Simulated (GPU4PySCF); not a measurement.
3-hexylthiophene (C10H16S), SMILES CCCCCCc1ccsc1.

Coordinates come from a PBE0-D3(BJ)/def2-TZVP optimisation. One conformer was computed; it need not be the lowest.

Two levels are set side by side: PBE/def2-TZVPD (GPU4PySCF) and PBE0/def2-TZVPD (GPU4PySCF). Same geometry, gas phase. Differences are taken from unrounded values.

| quantity | PBE0 |
|---|---|
| orbital gap (eV) | 6.40 |
| highest occupied level (eV) | -6.66 |
| lowest empty level (eV) | -0.26 |
| dipole moment (D) | 1.08 |
| mean polarisability (bohr³) | 139.7 |

**Question.** What does PBE give, and how far is it from PBE0? (The exact figures need the calculation; the answer reports its results.)

**Answer.** 
```
quantity                       PBE  PBE minus PBE0
---------------------------  -----  --------------
orbital gap (eV)              4.52           -1.88
highest occupied level (eV)  -5.65            1.01
lowest empty level (eV)      -1.13           -0.87
dipole moment (D)             1.04           -0.04
mean polarisability (bohr³)  144.7             5.1
```

PBE's occupied levels lie high since its potential decays too fast outside the molecule; exact exchange lowers them and widens the gap. PBE's more diffuse valence density responds more strongly to a field. Differences between two approximate levels are no errors against the true value.
